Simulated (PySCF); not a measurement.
CdSe, SMILES [Se]=[Cd].

The structure is a stationary point at B3LYP-D3(BJ)/def2-TZVP. The def2 effective core potentials stand for the cores of Cd; spin–orbit coupling is left out.

Method: r2SCAN/def2-TZVPD (PySCF).

The molecule is in vacuum.

Computed frontier levels, gap, dipole moment and polarisability:
| Item | Value |
|---|---|
| highest occupied level | -5.28 eV |
| lowest empty level | -4.80 eV |
| orbital gap | 0.48 eV |
| dipole moment | 1.180 e·Å |
| quadrupole, principal values (traceless, Buckingham form, about the centre of nuclear charge) | -3.75, -3.75, 7.50 D·Å |
| mean static polarisability | 77.8 bohr³ (11.54 Å³) |
| polarisability, principal values | 63.9, 63.9, 105.7 bohr³ |
